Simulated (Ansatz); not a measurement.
`CO[SiH](C)C` + H–F → `CO[SiH](C)F` + CH₄ at 298.15 K and 1 bar (ligand exchange at the Si–C bond).

Program: Ansatz. Geometries: PBE0-D4/def2-TZVP. ΔE: electronic, gas phase. CCSD(T)/CBS adds triple-zeta CCSD(T) − MP2 to the extrapolated MP2 energy (def2 sets, frozen cores). This one scheme is used for every species. One conformer a species, not always the lowest.

```csv
species,CCSD(T)/CBS energy (Eh),H − E (kJ/mol),S (J/(mol·K))
`CO[SiH](C)C`,-484.48883,352.3,373.8
H–F,-100.39570,33.5,173.6
`CO[SiH](C)F`,-544.48370,261.9,357.0
CH₄,-40.46206,127.4,186.2
```

H − E and S are ideal-gas, rigid-rotor, harmonic terms from PBE0-D4/def2-TZVP, for one conformer and one mirror image of each species. 1 Eh = 2625.50 kJ/mol, R = 8.31446 J/(mol·K).

Task: By hand: ΔE, ΔH, ΔS and ΔG.

Result: ΔE = (-544.48370) + (-40.46206) − (-484.48883) − (-100.39570) = -0.06123 Eh = -160.8 kJ/mol. Δ(H − E) = 261.9 + 127.4 − 352.3 − 33.5 = 3.5, so ΔH = -157.3 kJ/mol. ΔS = 357.0 + 186.2 − 373.8 − 173.6 = -4.2 J/(mol·K). ΔG = -157.3 − 298.15 × (-4.2)/1000 = -156.0 kJ/mol.

Task: By hand: the equilibrium constant, and the temperature at which ΔG would vanish if ΔH and ΔS stayed fixed.

Result: log₁₀ K = −ΔG/(RT ln 10) = 27.3. ΔG = 0 at ΔH/ΔS = 37452 K, far beyond where these terms or the molecules hold.

The number of gas molecules stays the same, so ΔS is small and ΔH decides. A doubt of 5 kJ/mol in ΔE shifts log₁₀ K by 0.9 here. Other conformers and mirror images would add mixing entropy, several J/(mol·K) or more a flexible species. These are equilibria of isolated gas molecules and say nothing of rates. Largest T1 diagnostic: 0.011 (customary marks: 0.02 for closed shells, 0.045 for open ones).
